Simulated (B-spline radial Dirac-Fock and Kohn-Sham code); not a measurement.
ΔSCF core binding energies without Breit or QED terms, calculated with an atomic code on a B-spline grid.

A sound run for atomic oxygen, configuration [He] 2s2 2p4: The ground state converged in 10 iterations, with total energy -74.82499 Ha, virial ratio 1.99851 and highest orbital energy -16.75 eV. ΔSCF binding energies: K (1s) 545.8 eV. Holes are computed only in closed shells, and unreliable hole states are left out.

A second run, with one unsound setting: The ground state converged in 8 iterations, with total energy -74.60050 Ha, virial ratio 1.98013 and highest orbital energy -12.44 eV. ΔSCF binding energies: K (1s) 541.4 eV. Holes are computed only in closed shells, and unreliable hole states are left out.

```
iter   energy (Ha)        error
   1      -74.28340168  3.15e-01
   2      -74.58018260  2.39e-02
   3      -74.59780311  7.82e-03
   4      -74.60012342  2.83e-03
   5      -74.60047467  1.14e-03
   6      -74.60050106  9.91e-05
   7      -74.60050125  1.35e-05
   8      -74.60050125  1.81e-07
```

Question: Which fault fits the second run best?
A. tolerance below the noise
B. unbound anion
C. box too small
D. damping too heavy

Answer: C. The input had rmax = 3.0: rmax squeezes the outer orbitals.
